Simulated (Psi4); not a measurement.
A dimer, H2 ··· HBr (SMILES [H][H] and Br); the first 2 atoms form monomer A.

```
4

H      0.3719     0.0000     0.0000
H     -0.3719     0.0000     0.0000
Br    -0.4203    -0.4869    -3.4189
H     -0.4838    -1.0338    -2.1047
```

Question: What interaction energy does SAPT0/jun-cc-pVDZ, frozen core run with Psi4 give, and which attractive term is the largest?

Answer: Total 0.39 kcal/mol: electrostatics -0.62, exchange 1.65, induction -0.23, dispersion -0.41. The most attractive term is electrostatics.
